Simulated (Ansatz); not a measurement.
`[SiH3]OCS` + CH₃SH → `SCCS` + `O[SiH3]`  (formal exchange of groups at a C–O bond)

Computed with Ansatz on PBE0-D4/def2-TZVP structures; ΔE is electronic, products minus reactants. CCSD(T)/CBS adds triple-zeta CCSD(T) − MP2 to the extrapolated MP2 energy (def2 sets, frozen cores). This one scheme is used for every species. Functionals use def2-TZVPP. One conformer a species, not always the lowest.

```csv
level,ΔE (kcal/mol),difference from CCSD(T)/CBS
r2SCAN-D4,-12.5,1.7
PBE0-D4,-13.0,1.2
ωB97X-V,-12.1,2.1
B2PLYP,-12.0,2.2
MP2/def2-TZVPP,-15.4,-1.2
SCS-MP2/def2-TZVPP,-13.7,0.5
HF/def2-QZVPP,-9.5,4.7
MP2/def2-QZVPP,-15.8,-1.6
HF/CBS(def2),-9.5,4.7
MP2/CBS(def2),-16.2,-2.0
CCSD(T)/CBS,-14.2,0
```

Largest T1 diagnostic among the species: 0.012.

The D4 term adds −1.2 kcal/mol with B3LYP and −0.6 kcal/mol with PBE0; it sums over pairs of atoms, weighted by their polarisabilities, and B3LYP, whose exchange is more repulsive, gets the larger term. In def2-TZVPP, CCSD(T) changes the Hartree–Fock value by −3.7 kcal/mol (the triples alone add −0.4 kcal/mol) and MP2 by −5.6 kcal/mol.

B3LYP here is the variant with VWN-RPA as its local correlation; programs differ in this.
